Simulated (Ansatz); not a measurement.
Species: LiCl, net charge -1, doublet state. SMILES of the parent species: [Li][Cl]
Geometry from a B3LYP-D3(BJ)/def2-TZVP (Ansatz, a first-principles code) optimisation:
```
Li
Cl 1 2.1377
```
Charge -1, spin multiplicity 2.

Parts of the frozen-core correlation energy in def2-SVP (Ansatz, hartree). Frozen orbitals: 6; correlated occupied orbitals by spin: 5 and 4; virtual: 16 and 17. Open shells are spin-unrestricted. No spin-orbit coupling. No relativistic terms.

```json
[
 {"term": "reference (HF)", "value": "-466.88024"},
 {"term": "MP2 opposite-spin", "value": "-0.10005"},
 {"term": "MP2 same-spin", "value": "-0.03715"},
 {"term": "CCSD correlation", "value": "-0.14972"},
 {"term": "(T)", "value": "-0.00195"},
 {"term": "CCSDT minus CCSD(T)", "value": "-0.00023"},
 {"term": "CCSDT(Q) minus CCSD(T)", "value": "-0.00045"},
 {"term": "T1 diagnostic", "value": "0.008"},
 {"term": "largest doubles amplitude", "value": "0.032"},
 {"term": "<S^2> of the reference", "value": "0.751"}
]
```
